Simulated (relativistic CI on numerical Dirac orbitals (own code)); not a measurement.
**Pd4+ (4d6) in a crystal field**

Calculated by Dirac-Coulomb-Breit CI, orbitals from a KLI potential per configuration, model QED (radiative potential, 1s self-energy scaled to tabulated hydrogen-like ionisation energies), valence Slater integrals scaled by 0.9, one configuration in a parametric crystal field (own radial code). With so little scaling, terms lie 10 to 35 % too far apart, which can change the order of excited levels.

Field parameters in Wybourne normalisation: D3d B²₀ = −7Dσ, B⁴₀ = −14Dq − 21Dτ, B⁴₃ = −14√(10/7) Dq. The field is a parameter set, without covalency.

S is read from ⟨S²⟩ = S(S + 1).

Levels (cm⁻¹, degeneracy): 0 (1), 23036 (2), 23121 (1), 23560 (2), 24362 (2), 24958 (1), 25555 (1), 28899 (1), 29575 (2), 30453 (2), 31484 (2), 31616 (1).

(1) Which field gives this pattern?
A. D3d, 10Dq = 34300, Dσ = 330, Dτ = 130 cm⁻¹
B. D3d, 10Dq = 34300, Dσ = -330, Dτ = 130 cm⁻¹
C. D3d, 10Dq = 34300, Dσ = 980, Dτ = 130 cm⁻¹
D. D3d, 10Dq = 34300, Dσ = 550, Dτ = 130 cm⁻¹

Answers

(1) D. D3d, 10Dq = 34300, Dσ = 550, Dτ = 130 cm⁻¹, ground level with S = 0.05.
